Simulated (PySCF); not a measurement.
# Radial density of Ba (barium, neutral)

r2SCANh, [Xe] 6s1 6p1, high-spin 3P determinant (an excited configuration). Calculation: PySCF 2.14, in aug-cc-pwCVTZ-X2C with one added diffuse shell each of s, p, d, f type (12s11p9d5f, 125 functions); scalar relativity by spin-free X2C-1e.

```
r (bohr)  4πr²ρ (e/bohr)  4πr²(ρα − ρβ)
  0.0272           66.54         0.0013
  0.0458           70.49         0.0041
  0.0770           95.73         0.0063
   0.130           71.72        -0.0005
   0.218           81.74         0.0153
   0.367           38.89         0.0030
   0.617           33.04         0.0240
    1.04           13.42         0.0490
    1.74           6.153         0.0414
    2.93           1.213         0.1746
    4.93          0.4737         0.4613
    8.30          0.1071         0.1071
    14.0        0.001969         0.0020
```

Densities and radii are taken from the X2C orbitals without a picture-change correction, which distorts them close to the nucleus.

Spin-orbit coupling, absent here, splits the open shell strongly.
